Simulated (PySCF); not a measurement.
**Electron correlation in Al (aluminium, neutral)**

[Ne] 3s2 3p1, 2P determinant. Calculation: PySCF 2.14, in x2c-QZVPPall (9s6p4d2f1g, 70 functions); scalar relativity by spin-free X2C-1e. Frozen: [Ne]; 3 electrons correlated.

| level | correlation energy (mhartree) |
| --- | --- |
| CCSD | -52.20 |
| (T) | -1.28 |
| CCSD(T) | -53.48 |

Diagnostics: T1 = 0.019, D1 = 0.0421, largest double amplitude 0.082.

Cost of the coupled-cluster step: roughly 5 core-seconds, for 3 correlated electrons.

Iterations:

```
CC2 = 0
CCSD nocc = (np.int64(2), np.int64(1)), nmo = (65, 65)
frozen orbitals [[0, 1, 2, 3, 4], [0, 1, 2, 3, 4]]
max_cycle = 100
direct = 0
conv_tol = 1e-08
conv_tol_normt = 1e-06
diis_space = 8
diis_start_cycle = 0
Init t2, MP2 energy = -0.0383208922497675
Init E_corr(UCCSD) = -0.0383208922501891
cycle = 1  E_corr(UCCSD) = -0.0462114807401169  dE = -0.00789058849  norm(t1,t2) = 0.0589836
cycle = 2  E_corr(UCCSD) = -0.0494282564200783  dE = -0.00321677568  norm(t1,t2) = 0.0279723
cycle = 3  E_corr(UCCSD) = -0.052178271418863  dE = -0.002750015  norm(t1,t2) = 0.0144402
cycle = 4  E_corr(UCCSD) = -0.0521710348113561  dE = 7.23660751e-06  norm(t1,t2) = 0.00238306
cycle = 5  E_corr(UCCSD) = -0.0522080100629637  dE = -3.69752516e-05  norm(t1,t2) = 0.00040039
cycle = 6  E_corr(UCCSD) = -0.0521969687078079  dE = 1.10413552e-05  norm(t1,t2) = 9.20758e-05
cycle = 7  E_corr(UCCSD) = -0.0521986418814574  dE = -1.67317365e-06  norm(t1,t2) = 2.98296e-05
cycle = 8  E_corr(UCCSD) = -0.0521989295186313  dE = -2.87637174e-07  norm(t1,t2) = 7.55652e-06
cycle = 9  E_corr(UCCSD) = -0.0521986253662082  dE = 3.04152423e-07  norm(t1,t2) = 1.74305e-06
cycle = 10  E_corr(UCCSD) = -0.0521987091705409  dE = -8.38043327e-08  norm(t1,t2) = 5.22041e-07
cycle = 11  E_corr(UCCSD) = -0.0521987061753337  dE = 2.99520721e-09  norm(t1,t2) = 1.23489e-07
UCCSD converged
E(UCCSD) = -242.3696679064522  E_corr = -0.05219870617533372
UCCSD(T) correction = -0.00128346952129173
```
